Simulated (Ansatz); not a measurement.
Consider the substitution at a C–Ge bond: `FC[CH2][GeH3]` + `CC(O)F` → `CC(F)OCCF` + GeH₄.

Calculated with Ansatz (gas phase, PBE0-D4/def2-TZVP geometries, no zero-point term in ΔE). CCSD(T)/CBS is the MP2 limit (def2-TZVPP, def2-QZVPP) plus CCSD(T) − MP2 in def2-TZVPP, frozen cores. Functionals use def2-TZVPP. B3LYP here is the variant with VWN-RPA as its local correlation; programs differ in this. For Ge outer-core shells are correlated without core-valence functions, which leaves a few kJ/mol of doubt a bond. Scalar relativity is left out up to krypton. Each species was taken in one conformer, which may not be the lowest.

```json
{"level": "PBE-D4", "ΔE (kcal/mol)": "13.8", "difference from CCSD(T)/CBS": "-1.3"}
{"level": "PBE0-D4", "ΔE (kcal/mol)": "14.1", "difference from CCSD(T)/CBS": "-1.0"}
{"level": "B3LYP-D4", "ΔE (kcal/mol)": "12.8", "difference from CCSD(T)/CBS": "-2.3"}
{"level": "ωB97X-V", "ΔE (kcal/mol)": "12.6", "difference from CCSD(T)/CBS": "-2.5"}
{"level": "B2PLYP", "ΔE (kcal/mol)": "13.7", "difference from CCSD(T)/CBS": "-1.4"}
{"level": "HF/def2-TZVPP", "ΔE (kcal/mol)": "11.4", "difference from CCSD(T)/CBS": "-3.7"}
{"level": "MP2/def2-TZVPP", "ΔE (kcal/mol)": "16.2", "difference from CCSD(T)/CBS": "1.1"}
{"level": "SCS-MP2/def2-TZVPP", "ΔE (kcal/mol)": "14.8", "difference from CCSD(T)/CBS": "-0.3"}
{"level": "CCSD/def2-TZVPP", "ΔE (kcal/mol)": "14.2", "difference from CCSD(T)/CBS": "-0.9"}
{"level": "CCSD(T)/def2-TZVPP", "ΔE (kcal/mol)": "14.2", "difference from CCSD(T)/CBS": "-0.9"}
{"level": "HF/def2-QZVPP", "ΔE (kcal/mol)": "11.2", "difference from CCSD(T)/CBS": "-3.9"}
{"level": "MP2/def2-QZVPP", "ΔE (kcal/mol)": "16.7", "difference from CCSD(T)/CBS": "1.6"}
{"level": "SCS-MP2/def2-QZVPP", "ΔE (kcal/mol)": "15.2", "difference from CCSD(T)/CBS": "0.1"}
{"level": "HF/CBS(def2)", "ΔE (kcal/mol)": "11.1", "difference from CCSD(T)/CBS": "-4.0"}
{"level": "MP2/CBS(def2)", "ΔE (kcal/mol)": "17.1", "difference from CCSD(T)/CBS": "2.0"}
{"level": "CCSD/CBS(def2)", "ΔE (kcal/mol)": "15.1", "difference from CCSD(T)/CBS": "0.0"}
{"level": "CCSD(T)/CBS", "ΔE (kcal/mol)": "15.1", "difference from CCSD(T)/CBS": "0"}
```

Largest T1 diagnostic among the species: 0.012.

In def2-TZVPP, CCSD(T) changes the Hartree–Fock value by +2.8 kcal/mol (the triples alone add +0.0 kcal/mol) and MP2 by +4.9 kcal/mol.

CCSD(T)/CBS has its own doubt, a few kJ/mol and more with outer-core shells, so smaller differences from it don't rank the levels.
